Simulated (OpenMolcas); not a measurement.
A ladder of methods for SnSiH5O (SMILES [SiH3][O][SnH2])

SnSiH5O: 8 atoms, total charge 0, spin state doublet. As SMILES, `[SiH3][O][SnH2]`. The shape is that of a PBE0-D4/def2-TZVP optimisation. This is one conformer, not always the lowest.

Each level gives the vertical electron affinity (to the singlet anion) (eV). The values are calculated.

The electron affinity is E(neutral) − E(anion): positive where the electron is bound.

```json
{"level": "UHF/def2-SVPD (core potential)", "kind": "Hartree–Fock", "program": "OpenMolcas", "value (eV)": "0.62", "CPU time (all runs)": "68 s"}
{"level": "U-revPBE/def2-SVPD (core potential)", "kind": "GGA", "program": "OpenMolcas", "value (eV)": "1.48", "CPU time (all runs)": "3.3 min"}
{"level": "UBLYP/def2-SVPD (core potential)", "kind": "GGA", "program": "OpenMolcas", "value (eV)": "1.51", "CPU time (all runs)": "3.4 min"}
{"level": "UPBE/def2-SVPD (core potential)", "kind": "GGA", "program": "OpenMolcas", "value (eV)": "1.55", "CPU time (all runs)": "3.5 min"}
{"level": "U-r2SCAN/def2-SVPD (core potential)", "kind": "meta-GGA", "program": "OpenMolcas", "value (eV)": "1.53", "CPU time (all runs)": "4.3 min"}
{"level": "UTPSS/def2-SVPD (core potential)", "kind": "meta-GGA", "program": "OpenMolcas", "value (eV)": "1.53", "CPU time (all runs)": "4.3 min"}
{"level": "UBHLYP/def2-SVPD (core potential)", "kind": "global hybrid", "program": "OpenMolcas", "value (eV)": "1.51", "CPU time (all runs)": "3.1 min"}
{"level": "UM06-2X/def2-SVPD (core potential)", "kind": "hybrid meta-GGA", "program": "OpenMolcas", "value (eV)": "1.39", "CPU time (all runs)": "3.7 min"}
```

Spin-orbit coupling, which can split open shells on such heavy atoms by tenths of an eV, is left out. Where it was recorded, the anion's HOMO is positive in U-revPBE/def2-SVPD, UBLYP/def2-SVPD, UPBE/def2-SVPD, U-r2SCAN/def2-SVPD, UTPSS/def2-SVPD: a fault of the level (basis or self-interaction), which says nothing on whether the real anion is bound. The values span 0.62 to 1.55 eV. Times are those of the runs behind each value, whatever else they computed, on shared processors of several kinds: orders of magnitude only.
